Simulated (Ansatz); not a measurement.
```yaml
crystal:
  periodic: [false, false, false]
  atoms:
    - {symbol: N, position_ang: [-0.367626, 1.321546, 1.725474]}
    - {symbol: Sn, position_ang: [1.147857, 0.699905, 0.871225]}
    - {symbol: S, position_ang: [0.802071, 1.266225, -1.437938]}
    - {symbol: C, position_ang: [-0.655617, -1.570884, -0.818257]}
    - {symbol: N, position_ang: [-0.291132, -1.259561, 0.129332]}
    - {symbol: H, position_ang: [-0.994379, 2.002462, 0.930071]}
    - {symbol: H, position_ang: [-0.293578, 1.900488, 2.343137]}
    - {symbol: H, position_ang: [2.308260, 1.294335, -1.788681]}
    - {symbol: H, position_ang: [-1.533972, -2.498137, -1.026136]}
    - {symbol: H, position_ang: [0.091183, -1.222140, -1.851071]}
    - {symbol: H, position_ang: [-0.921465, -1.563016, 0.997897]}
basis:
  gaussian: {orbitals: x2c-TZVPPall}
hamiltonian: {xc: {name: wB97X}}
relax: {f_tol: 0.0001, max_steps: 1}
output: {forces: true}
```

```sh
$ ansatz run in.yaml --threads 4 --pin off --events-out ev --progress --plain --max-ram 10444MiB
```

(1) How does Ansatz answer? (Estimate.)

Results:

(1) The calculation gave: No converged result was reached.
```
Functional definition: wB97X
1784 factors; their error is unknown
388 factors; integrals over basis functions are off by at most 1.9e-6 eV
mean field evaluation 1: about -183048.8395 eV, gradient 7.2e1 eV
mean field evaluation 2: about -183047.5038 eV, gradient 7.6e1 eV
mean field evaluation 4: about -183058.7101 eV, gradient 3.0e0 eV
mean field evaluation 8: about -183058.7329 eV, gradient 1.1e-1 eV
mean field evaluation 16: about -183059.0010 eV, gradient 1.0e-3 eV
mean field -183059.00099935 eV, -6727.2942048786 hartree, gradient 4.8e-5 eV, S^2 0.000000; 0 other end points of the search recorded, 0 dependent functions left out
reference -183059.00096419 eV, -6727.2942035865 hartree; 46, 46 occupied and 233, 233 virtual orbitals, 1784 factors
relax step   1: F+E_penalty+E_count = -183059.00099935 eV  Δ(F+E_penalty+E_count) = +0.000e0 eV  max|allowed force component| = 2.658e1 eV/Å  Δτ_max = 0.0000 Å  (36 SCF iters, accepted)
Error: geometry relaxation did not converge after 1 steps: max|allowed force component| = 2.66e1 eV/Å (threshold 1.0e-4). Raise `relax.max_steps` over both its present limit and 1, loosen `relax.f_tol`, or start from a geometry closer to equilibrium. Where this run's directory can be resumed (`checkpoint.write`), a resume goes on for up to `relax.max_steps` more
```
